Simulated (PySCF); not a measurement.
Results of a calculation; reference values are marked as such.
## Si4H7O3

The system: Si4H7O3, a small molecule (built as: end group SiH2); neutral, doublet. The structure, one conformer, was relaxed in the gas phase by PBE0-D3(BJ)/def2-SVP. No frequency run checks that it is a minimum.

SMILES: [SiH2][SiH]1O[SiH2]O[SiH2]O1

```xyz
14

O     0.135   -0.010    1.482
Si   -1.163   -1.048    1.383
O    -1.935   -0.741   -0.057
Si   -1.622    0.309   -1.308
O    -0.253    1.165   -0.907
Si    0.852    0.950    0.323
Si    2.682   -0.212   -0.532
H    -2.084   -0.780    2.516
H    -0.684   -2.456    1.392
H    -1.384   -0.467   -2.553
H    -2.757    1.254   -1.467
H     1.152    2.278    0.925
H     3.394    0.441   -1.673
H     3.661   -0.697    0.489
```
(Å; atoms numbered from 1)

EPR values by unrestricted B3LYP, IGLO-III on O Si, pcH-1 on H.

Question: Predict g and the largest hyperfine couplings. Where does the spin sit?

Answer: g = 2.0019, 2.0044, 2.0052. The spin sits on Si7 (98 %, bonded to 1 Si + 2 H) by Mulliken populations.
```
atom  isotope  isotropic (MHz)  dipolar, principal values (MHz)
 Si7     29Si           -354.8               -170.4, 84.6, 85.8
 H12       1H             55.8                  -2.5, -0.1, 2.6
 H13       1H              3.0                  -10.2, 1.7, 8.4
 H14       1H              3.0                  -10.2, 1.8, 8.4
 Si6     29Si              1.8                   -9.9, 3.7, 6.2
  H9       1H              0.9                  -1.0, -0.9, 1.9
```

Question: How do the isotropic couplings move with BHandHLYP?

Answer: Si7 -354.8 to -390.2 MHz, H12 55.8 to 54.4 MHz, H13 3.0 to 3.5 MHz, H14 3.0 to 3.5 MHz.
